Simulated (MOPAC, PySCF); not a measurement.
Breaking a bond: SMILES [BH3-][OH2+]. The B1–O5 bond (B1 also carries H, H, H; O5 carries H, H) is varied alone, starting from the PBE0/def2-TZVP optimised geometry.

Levels of theory: AM1, restricted, heats of formation (MOPAC); RHF/def2-TZVP, density fitting (PySCF); UKS-B3LYP/6-31G* = unrestricted B3LYP/6-31G*, spherical d run with PySCF.

Energies are in kcal/mol, each relative to the lowest point of its own curve near equilibrium.

```json
[
 {"R / Å": "1.34", "AM1": "22.3", "RHF": "29.7", "UKS-B3LYP/6-31G*": "29.1"},
 {"R / Å": "1.43", "AM1": "8.9", "RHF": "14.1", "UKS-B3LYP/6-31G*": "13.6"},
 {"R / Å": "1.52", "AM1": "2.7", "RHF": "5.6", "UKS-B3LYP/6-31G*": "5.2"},
 {"R / Å": "1.59", "AM1": "0.6", "RHF": "2.2", "UKS-B3LYP/6-31G*": "1.9"},
 {"R / Å": "1.62", "AM1": "0.1", "RHF": "1.3", "UKS-B3LYP/6-31G*": "1.0"},
 {"R / Å": "1.69", "AM1": "0.0", "RHF": "0.2", "UKS-B3LYP/6-31G*": "0.0"},
 {"R / Å": "1.74", "AM1": "0.6", "RHF": "0.0", "UKS-B3LYP/6-31G*": "0.0"},
 {"R / Å": "1.78", "AM1": "1.5", "RHF": "0.1", "UKS-B3LYP/6-31G*": "?"},
 {"R / Å": "1.84", "AM1": "3.4", "RHF": "0.5", "UKS-B3LYP/6-31G*": "1.0"},
 {"R / Å": "1.94", "AM1": "7.9", "RHF": "1.8", "UKS-B3LYP/6-31G*": "2.8"},
 {"R / Å": "2.07", "AM1": "14.6", "RHF": "3.7", "UKS-B3LYP/6-31G*": "5.6"},
 {"R / Å": "2.26", "AM1": "?", "RHF": "?", "UKS-B3LYP/6-31G*": "9.9"},
 {"R / Å": "2.50", "AM1": "27.9", "RHF": "9.2", "UKS-B3LYP/6-31G*": "14.6"},
 {"R / Å": "2.75", "AM1": "?", "RHF": "11.4", "UKS-B3LYP/6-31G*": "?"},
 {"R / Å": "3.07", "AM1": "30.1", "RHF": "?", "UKS-B3LYP/6-31G*": "21.7"},
 {"R / Å": "3.42", "AM1": "30.1", "RHF": "14.6", "UKS-B3LYP/6-31G*": "24.1"},
 {"R / Å": "3.69", "AM1": "30.2", "RHF": "15.2", "UKS-B3LYP/6-31G*": "25.3"},
 {"R / Å": "4.18", "AM1": "30.3", "RHF": "16.0", "UKS-B3LYP/6-31G*": "26.6"},
 {"R / Å": "4.56", "AM1": "30.5", "RHF": "16.3", "UKS-B3LYP/6-31G*": "27.1"},
 {"R / Å": "5.06", "AM1": "30.6", "RHF": "16.6", "UKS-B3LYP/6-31G*": "27.4"}
]
```

**Question.** Fill in the missing entries.

**Answer.** 
- 1.78, UKS-B3LYP/6-31G*: 0.3
- 2.26, AM1: 22.7
- 2.26, RHF: 6.4
- 2.75, AM1: 29.6
- 2.75, UKS-B3LYP/6-31G*: 18.4
- 3.07, RHF: 13.3
